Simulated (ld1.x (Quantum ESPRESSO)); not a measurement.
u(r) = r·R(r): atom against pseudo-atom (O (Z = 8))

Columns: radius, all-electron u(r) and pseudo u(r) of the 2p shell (level -9.03 eV) of oxygen in the configuration [He] 2s2 2p4; PBE, scalar-relativistic, PAW scheme, ld1.x (Quantum ESPRESSO) 7.5.

```
r (bohr)  all-electron  pseudo
   0.078        0.0682  0.0120
   0.155        0.2037  0.0466
   0.232        0.3512  0.1013
   0.310        0.4879  0.1737
   0.388        0.6019  0.2581
   0.465        0.6908  0.3480
   0.542        0.7572  0.4387
   0.620        0.8036  0.5261
   0.698        0.8316  0.6043
   0.775        0.8443  0.6687
   0.852        0.8451  0.7180
   0.930        0.8365  0.7516
   1.008        0.8206  0.7689
   1.085        0.7995  0.7714
   1.162        0.7747  0.7617
   1.240        0.7469  0.7424
   1.318        0.7173  0.7165
   1.395        0.6872  0.6873
   1.472        0.6567  0.6568
   1.550        0.6258  0.6258
   1.628        0.5953  0.5953
   1.705        0.5657  0.5657
   1.782        0.5370  0.5370
   1.860        0.5088  0.5088
   1.938        0.4816  0.4816
   2.015        0.4558  0.4558
```

Problem. How many radial nodes do the two functions have?

Solution. The all-electron 2p function has n − l − 1 = 0; the pseudo-wave has 0.

Problem. At about which radius was the pseudo-wave matched?

Solution. 1.55 bohr. The columns agree to 0.0005 from 1.40 bohr on; several derivatives are matched, so the curves merge somewhat inside the radius.

Problem. Is the pseudo-wave norm-conserving?

Solution. No, it belongs to a PAW set: the norm inside the radius is not constrained, and the difference is carried by the augmentation charge.
